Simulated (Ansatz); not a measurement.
**Energy profile**

The step: TiHOF₃ ([OH][Ti]([F])([F])[F]) → TiOF₂ ([O][Ti]([F])[F]) + HF (still joined by a long Ti–F bond); bonds formed: F2–H4; bonds broken: O3–H4; bonds weakened to dative contacts: Ti1–F2 (atoms numbered as in the saddle structure below).

| atom | x (Å) | y (Å) | z (Å) |
| --- | --- | --- | --- |
| Ti1 | -0.0801 | 0.4627 | 0.1953 |
| F2 | -0.7272 | -1.4613 | -0.2233 |
| O3 | 1.2103 | -0.2192 | -0.5639 |
| H4 | 0.2426 | -1.3271 | -0.5655 |
| F5 | -0.8555 | 1.7410 | -0.7475 |
| F6 | 0.2100 | 0.8039 | 1.9049 |

Electronic energies by CCSD(T) at an estimated basis limit (MP2 extrapolated from triple and quadruple zeta, plus CCSD(T) − MP2 in triple zeta), on PBE0-D4/def2-TZVP structures; TiHOF$_{3}$, closed shell; no counterpoise correction. Computed with Ansatz 0.2.0 (basis: def2-TZVPP and def2-QZVPP); correlated methods freeze the cores. Extrapolation: Hartree–Fock as exp(−7.88 √X), correlation as X^−2.97.

(1) Give the profile in eV, counted from the start structure. (An estimate is asked for; the value comes from the calculation.)

The T1 diagnostic stays at or below 0.028. The T1 diagnostic is large here, which may signal multireference character or strong orbital relaxation, so CCSD(T) is less sure. The start structure is not quite a true minimum (one mode of 71i cm⁻¹).

## Answers

(1) The calculation gives:
| point | eV |
| --- | --- |
| start structure | 0.000 |
| saddle | 1.896 |
| end structure | 1.777 |
| separated: TiOF$_{2}$ (linked as [O][Ti]([F])[F]; Ti1, O3, F5, F6; singlet) + HF (F2, H4; singlet) | 2.700 |

For scale, one of the runs: CCSD(T)/def2-TZVPP, 202 basis functions, launched by `ansatz run in.yaml --threads 4 --pin off --events-out ev --progress --plain --max-ram 9574MiB`. Time: 2.7 min of wall clock on 4 CPU threads of an Intel Xeon; the host was shared. Peak host memory: 3.1 GiB.
